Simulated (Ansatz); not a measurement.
Reaction (formal hydrolysis of the Sn–Cl bond): `[SiH3][CH2][SnH2][Cl]` + H₂O → `[OH][SnH2][CH2][SiH3]` + HCl

Computed with Ansatz on PBE0-D4/def2-TZVP structures; ΔE is electronic, products minus reactants. CCSD(T)/CBS adds triple-zeta CCSD(T) − MP2 to the extrapolated MP2 energy (def2 sets, frozen cores). This one scheme is used for every species. def2 core potentials past Kr. For Sn outer-core shells are correlated without core-valence functions, which leaves a few kJ/mol of doubt a bond. Each species was taken in one conformer, which may not be the lowest.

`[SiH3][CH2][SnH2][Cl]`:

Z-matrix (Å, degrees):
```
Si
C 1 1.871
H 1 1.484 2 110.5
H 1 1.488 2 110.6 3 120.8
H 1 1.488 2 109.5 3 -119.8
Sn 2 2.134 1 114.5 3 62.3
H 2 1.094 1 110.0 3 -177.3
H 2 1.093 1 110.6 3 -58.4
Cl 6 2.339 2 105.8 1 -61.2
H 6 1.704 2 113.0 1 54.3
H 6 1.705 2 113.0 1 -176.3
```

H₂O:

```xyz
3

O    -0.192   -0.251   -0.228
H     0.150   -0.408    0.655
H     0.042    0.659   -0.427
```

`[OH][SnH2][CH2][SiH3]`:

Z-matrix (Å, degrees):
```
Sn
C 1 2.145
O 1 1.971 2 106.9
H 1 1.713 2 111.3 3 -118.7
H 1 1.703 2 113.1 3 112.8
Si 2 1.864 1 113.0 3 64.8
H 2 1.093 1 106.4 3 -56.9
H 2 1.094 1 108.4 3 -172.6
H 3 0.960 1 113.1 2 -62.3
H 6 1.488 2 109.9 1 65.7
H 6 1.488 2 112.4 1 -173.4
H 6 1.490 2 110.0 1 -52.9
```

HCl:

Z-matrix (Å, degrees):
```
Cl
H 1 1.279
```

```json
{"species": "`[SiH3][CH2][SnH2][Cl]`", "SCS-MP2/def2-QZVPP energy (Eh)": "-1004.86728"}
{"species": "H₂O", "SCS-MP2/def2-QZVPP energy (Eh)": "-76.34808"}
{"species": "`[OH][SnH2][CH2][SiH3]`", "SCS-MP2/def2-QZVPP energy (Eh)": "-620.84834"}
{"species": "HCl", "SCS-MP2/def2-QZVPP energy (Eh)": "-460.33756"}
```

Task: Work out ΔE.

Result: ΔE = (-620.84834) + (-460.33756) − (-1004.86728) − (-76.34808) = 0.02946 Eh = +77.3 kJ/mol. CCSD(T)/CBS gives +78.9 kJ/mol.

Largest T1 diagnostic among the species: 0.013.

In def2-TZVPP, CCSD(T) changes the Hartree–Fock value by −13.3 kJ/mol (the triples alone add −1.6 kJ/mol) and MP2 by −9.7 kJ/mol. From PBE to PBE0 (25 % exact exchange), in def2-TZVPP and without D4, ΔE moves by +6.5 kJ/mol.
